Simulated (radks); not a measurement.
All-electron atom: Re2+ in [Xe] 4f14 5d4 7s1 (not the ground configuration).

Calculated with a radial shooting solver on a logarithmic mesh with Libxc functionals: scalar-relativistic Kohn-Sham, LDA (Slater exchange, Perdew-Wang correlation), spin-polarised, spherical densities, finite nucleus; open shells are filled with parallel spins first (spin-orbit coupling, left out, can overturn this in heavy ions); Fermi nuclear charge, rms radius 5.3698 fm.

Energy parts (hartree):
part                       energy
total                 -16678.3885
kinetic                18419.0186
electron-nucleus      -41223.7390
Hartree                 6446.4291
exchange-correlation    -320.0971

Orbitals (lengths in bohr, moments of r in powers of bohr; <r^-3> diverges for s and p1/2; r(max) is where P^2 peaks):
[
 {"orbital": "1s up", "occ.": "1", "eigenvalue (hartree)": "-2631.290", "r(max)": "0.01125", "<r^2>": "0.0004486", "<r^-3>": "-", "<r^4>": "5.471e-07"},
 {"orbital": "1s down", "occ.": "1", "eigenvalue (hartree)": "-2631.290", "r(max)": "0.01125", "<r^2>": "0.0004486", "<r^-3>": "-", "<r^4>": "5.471e-07"},
 {"orbital": "2s up", "occ.": "1", "eigenvalue (hartree)": "-457.0347", "r(max)": "0.06458", "<r^2>": "0.006885", "<r^-3>": "-", "<r^4>": "0.00008186"},
 {"orbital": "2s down", "occ.": "1", "eigenvalue (hartree)": "-457.0265", "r(max)": "0.06458", "<r^2>": "0.006885", "<r^-3>": "-", "<r^4>": "0.00008186"},
 {"orbital": "2p up", "occ.": "3", "eigenvalue (hartree)": "-399.2415", "r(max)": "0.05304", "<r^2>": "0.005711", "<r^-3>": "20780", "<r^4>": "0.00006459"},
 {"orbital": "2p down", "occ.": "3", "eigenvalue (hartree)": "-399.2347", "r(max)": "0.05304", "<r^2>": "0.005711", "<r^-3>": "20780", "<r^4>": "0.00006459"},
 {"orbital": "3s up", "occ.": "1", "eigenvalue (hartree)": "-106.4791", "r(max)": "0.1821", "<r^2>": "0.04465", "<r^-3>": "-", "<r^4>": "0.003002"},
 {"orbital": "3s down", "occ.": "1", "eigenvalue (hartree)": "-106.4754", "r(max)": "0.1821", "<r^2>": "0.04465", "<r^-3>": "-", "<r^4>": "0.003002"},
 {"orbital": "3p up", "occ.": "3", "eigenvalue (hartree)": "-89.43001", "r(max)": "0.1804", "<r^2>": "0.04545", "<r^-3>": "4657", "<r^4>": "0.003238"},
 {"orbital": "3p down", "occ.": "3", "eigenvalue (hartree)": "-89.42601", "r(max)": "0.1804", "<r^2>": "0.04545", "<r^-3>": "4657", "<r^4>": "0.003238"},
 {"orbital": "3d up", "occ.": "5", "eigenvalue (hartree)": "-70.03267", "r(max)": "0.1468", "<r^2>": "0.03766", "<r^-3>": "595.1", "<r^4>": "0.002497"},
 {"orbital": "3d down", "occ.": "5", "eigenvalue (hartree)": "-70.02669", "r(max)": "0.1468", "<r^2>": "0.03766", "<r^-3>": "595.1", "<r^4>": "0.002497"},
 {"orbital": "4s up", "occ.": "1", "eigenvalue (hartree)": "-22.90125", "r(max)": "0.4127", "<r^2>": "0.2195", "<r^-3>": "-", "<r^4>": "0.06988"},
 {"orbital": "4s down", "occ.": "1", "eigenvalue (hartree)": "-22.89301", "r(max)": "0.4128", "<r^2>": "0.2195", "<r^-3>": "-", "<r^4>": "0.06984"},
 {"orbital": "4p up", "occ.": "3", "eigenvalue (hartree)": "-17.30411", "r(max)": "0.4331", "<r^2>": "0.2501", "<r^-3>": "1093", "<r^4>": "0.09321"},
 {"orbital": "4p down", "occ.": "3", "eigenvalue (hartree)": "-17.29578", "r(max)": "0.4331", "<r^2>": "0.2500", "<r^-3>": "1093", "<r^4>": "0.09309"},
 {"orbital": "4d up", "occ.": "5", "eigenvalue (hartree)": "-10.27152", "r(max)": "0.4432", "<r^2>": "0.2901", "<r^-3>": "119.9", "<r^4>": "0.1355"},
 {"orbital": "4d down", "occ.": "5", "eigenvalue (hartree)": "-10.26138", "r(max)": "0.4433", "<r^2>": "0.2896", "<r^-3>": "119.9", "<r^4>": "0.1349"},
 {"orbital": "4f up", "occ.": "7", "eigenvalue (hartree)": "-2.46190", "r(max)": "0.4161", "<r^2>": "0.4206", "<r^-3>": "20.95", "<r^4>": "0.4029"},
 {"orbital": "4f down", "occ.": "7", "eigenvalue (hartree)": "-2.44394", "r(max)": "0.4159", "<r^2>": "0.4138", "<r^-3>": "21.09", "<r^4>": "0.3847"},
 {"orbital": "5s up", "occ.": "1", "eigenvalue (hartree)": "-4.05478", "r(max)": "0.9376", "<r^2>": "1.202", "<r^-3>": "-", "<r^4>": "2.115"},
 {"orbital": "5s down", "occ.": "1", "eigenvalue (hartree)": "-3.98642", "r(max)": "0.9341", "<r^2>": "1.188", "<r^-3>": "-", "<r^4>": "2.064"},
 {"orbital": "5p up", "occ.": "3", "eigenvalue (hartree)": "-2.64796", "r(max)": "1.060", "<r^2>": "1.628", "<r^-3>": "165.6", "<r^4>": "4.014"},
 {"orbital": "5p down", "occ.": "3", "eigenvalue (hartree)": "-2.56204", "r(max)": "1.054", "<r^2>": "1.606", "<r^-3>": "169.6", "<r^4>": "3.916"},
 {"orbital": "5d up", "occ.": "4", "eigenvalue (hartree)": "-1.06156", "r(max)": "1.384", "<r^2>": "3.282", "<r^-3>": "9.915", "<r^4>": "18.12"},
 {"orbital": "5d down", "occ.": "0", "eigenvalue (hartree)": "-0.95781", "r(max)": "1.372", "<r^2>": "3.345", "<r^-3>": "10.03", "<r^4>": "19.32"},
 {"orbital": "7s up", "occ.": "1", "eigenvalue (hartree)": "-0.37933", "r(max)": "5.173", "<r^2>": "31.52", "<r^-3>": "-", "<r^4>": "1338"},
 {"orbital": "7s down", "occ.": "0", "eigenvalue (hartree)": "-0.33981", "r(max)": "5.352", "<r^2>": "34.37", "<r^-3>": "-", "<r^4>": "1611"}
]

The highest occupied level is 7s up at -10.322 eV. The configuration is held as typed, so some empty levels lie below it. Spin moment in Bohr magnetons: 5.
